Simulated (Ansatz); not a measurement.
**Strength of the N–Cu bond: C2H5CuN2 → C2H3N + CuNH2**

Species: C2H5CuN2 `CC#[N+][Cu-][NH2]`, singlet; C2H3N (acetonitrile) `CC#N`, singlet; CuNH2 `[NH2][Cu]`, singlet. 

Shapes, held fixed at every level: PBE0-D4/def2-TZVP. Flexible molecules stand in one conformer, not always the lowest. Programs: Ansatz 0.2.0. Electronic energies: no zero-point or thermal term.

Problem. Estimate ΔE of this reaction.

Solution. wB97X-V/def2-TZVPP gives ΔE = +146.8 kJ/mol; the levels span +78.8 to +215.3. A fragment pairs its electrons up again, so this isn't a typical strength of such a bond. The median of the levels is +146.8. No measured value is set beside it here. Times are processor times on shared x86 and Arm servers, and rough.

```csv
level,kind,ΔE (kJ/mol),CPU time (sum over the molecules)
HF/def2-TZVPP,Hartree–Fock,+78.8,–
SPW92/def2-TZVPP,LDA,+215.3,7.6 s
BHLYP-D4/def2-TZVPP,global hybrid,+134.9,14 s
PBE0-D4/def2-TZVPP,global hybrid,+151.7,13 s
r2SCAN0-D4/def2-TZVPP,global hybrid,+157.9,18 s
wB97M-V/def2-TZVPP,range-separated hybrid,+140.8,48 s
wB97X-V/def2-TZVPP,range-separated hybrid,+146.8,30 s
```
